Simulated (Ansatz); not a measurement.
Cost and result for the atomization energy of `FB(F)[CH]1[O][GeH2]1` (9 atoms, 9 bonds).

Cartesian coordinates in Å:
```
F -0.986 1.323 -2.002
B -0.457 0.250 -1.434
F -0.868 -0.929 -1.868
C 0.543 0.391 -0.271
O 1.270 -0.764 0.182
Ge -0.009 -0.378 1.403
H 1.084 1.334 -0.174
H 0.542 0.192 2.703
H -1.120 -1.418 1.462
```

Charge 0, multiplicity 1. Correlated methods include outer-core shells of Ge, which these sets cover unevenly. Scalar relativity is left out up to krypton. The structure was optimised at the PBE0-D4/def2-TZVP level. It is one conformer, not always the lowest. Program: Ansatz. All runs use 4 threads of an INTEL XEON PLATINUM 8581C on a shared host. Times are those of one run each, without the atoms' runs, and a repeat can differ threefold. Electronic energies, without spin–orbit coupling; frozen cores. CCSD(T)/CBS adds CCSD(T) − MP2 in def2-TZVPP to the MP2 limit, and its time is that of the two runs behind it. T1 = 0.014. With those shells the extrapolation isn't a true limit. B3LYP takes the VWN-RPA correlation (the form of Gaussian; ORCA's B3LYP/G).

CCSD(T)/CBS is a level of theory with its own doubt, some kJ/mol a heavy atom from the limit and from the frozen cores, so smaller differences don't rank the functionals.

```csv
level,functions,wall time
LDA (SPW92)/def2-TZVPP,245,1.1 s
revPBE-D4/def2-TZVPP,245,1.5 s
PBE-D4/def2-TZVPP (with forces),245,1.9 s
CAM-B3LYP-D4/def2-TZVPP,245,2.9 s
r2SCANh-D4/def2-TZVPP,245,3.3 s
B3LYP-D4/def2-TZVPP (with forces),245,3.6 s
B2PLYP/def2-TZVPP,245,4.4 s
ωB97X-V/def2-TZVPP,245,5.5 s
B97M-V/def2-TZVPP,245,6.5 s
CCSD(T)/def2-SVP,117,7.5 s
MP2/def2-QZVPP,464,18 s
CCSD(T)/def2-TZVPP,245,2.3 min
CCSD(T)/CBS(def2),–,2.6 min
```

What atomization energy does each give, and how far from CCSD(T)/CBS? (Estimate.)

The calculation gave: 
| level | atomization (kJ/mol) | difference from CCSD(T)/CBS | per bond |
| --- | --- | --- | --- |
| LDA (SPW92)/def2-TZVPP | 4166.7 | 627.7 | 69.7 |
| revPBE-D4/def2-TZVPP | 3521.6 | -17.4 | -1.9 |
| PBE-D4/def2-TZVPP (with forces) | 3644.2 | 105.2 | 11.7 |
| CAM-B3LYP-D4/def2-TZVPP | 3544.9 | 5.9 | 0.7 |
| r2SCANh-D4/def2-TZVPP | 3530.5 | -8.5 | -1.0 |
| B3LYP-D4/def2-TZVPP (with forces) | 3510.3 | -28.7 | -3.2 |
| B2PLYP/def2-TZVPP | 3498.7 | -40.3 | -4.5 |
| ωB97X-V/def2-TZVPP | 3542.0 | 3.0 | 0.3 |
| B97M-V/def2-TZVPP | 3566.1 | 27.1 | 3.0 |
| CCSD(T)/def2-SVP | 3338.0 | -201.0 | -22.3 |
| MP2/def2-QZVPP | 3633.4 | 94.4 | 10.5 |
| CCSD(T)/def2-TZVPP | 3449.6 | -89.4 | -9.9 |
| CCSD(T)/CBS(def2) | 3539.0 | 0.0 | 0.0 |

At CCSD(T), def2-SVP lies −201.1 kJ/mol from the extrapolated value and def2-TZVPP −89.4 kJ/mol: correlation converges slowly with the basis, and small sets miss more of it in the bonded molecule than in its fragments. From r2SCAN to r2SCAN0 (25 % exact exchange), in def2-TZVPP and without D4, the atomization energy moves by −99.3 kJ/mol: exact exchange takes away binding that semilocal exchange gives to molecules. The D4 term adds +30.1 kJ/mol with B3LYP and +15.7 kJ/mol with PBE0; it sums over pairs of atoms, weighted by their polarisabilities, and B3LYP, whose exchange is more repulsive, gets the larger term.

For some Ge, Se and Sn compounds the MP2-based and the directly extrapolated limit differ by 10 to 25 kJ/mol.
